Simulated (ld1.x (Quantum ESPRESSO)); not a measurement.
Be (Z = 4) PAW: all-electron and pseudo phase curves

```json
{
 "Element": "Be",
 "Generator": "ld1.x (Quantum ESPRESSO) 7.5",
 "Type": "PAW",
 "Functional": "PBEsol",
 "Relativity": "scalar-relativistic",
 "Frozen core": "[He]",
 "Valence charge": "2",
 "Reference configuration": "2s2 2p0",
 "Partial waves": "2s (bound): rcut 1.45, rcutus 1.95 bohr; 2s channel at 1.1 Ry: rcut 1.45, rcutus 1.95 bohr; 2p (bound, empty): rcut 4.15, rcutus 4.45 bohr; 2p channel at 0.7 Ry: rcut 4.15, rcutus 4.45 bohr; 3d channel at 0.25 Ry: rcut 3.50, rcutus 4.05 bohr; 3d channel at 2.15 Ry: rcut 3.50, rcutus 4.05 bohr",
 "Local potential": "all-electron potential smoothed inside 3.05 bohr (lloc = -1)",
 "Core correction": "Bessel-smoothed model core inside 1.20 bohr",
 "Augmentation charge": "PSQ, inside the norm-conserving radii"
}
```

The phase is arctan(r·u′/u) with u = r·R(r), unwrapped; energies in Ry, scanned from -2 to 5 Ry. A pole is an energy at which the radial function vanishes at the test radius. The pseudo phase is shifted by a multiple of π to meet the all-electron one at the reference energy, and phase errors are pseudo minus all-electron; the curves can meet again beyond the range given. Levels narrower than the energy grid can be missing from the lists of poles.

```csv
channel,radius (bohr),reference energy (Ry),"poles, all-electron","poles, pseudo",unbroken range about the reference energy with phases within 0.05 rad,phase error 1 Ry above the reference energy (rad)
s,4.87,-0.41,"-0.34, 1.22, 3.72","-0.34, 1.22, 3.64",below 2.3,-0.000
p,4.87,-0.14,"-0.03, 1.30, 3.52","-0.03, 1.21, 2.73",below 1.3,-0.004
d,4.87,0.25,"0.84, 2.68","0.85, 2.71",below 1.5,+0.014
```

Phases in the d channel:

```csv
E (Ry),all-electron,pseudo
-2.00,1.430,1.430
-1.52,1.411,1.411
-1.04,1.381,1.381
-0.56,1.324,1.325
-0.08,1.158,1.159
0.40,-0.814,-0.811
0.88,-1.590,-1.585
1.36,-1.889,-1.867
1.84,-4.283,-4.271
2.32,-4.636,-4.636
2.80,-4.734,-4.726
3.28,-4.828,-4.795
3.76,-5.200,-4.908
4.24,-7.583,-5.634
4.72,-7.773,-7.608
```
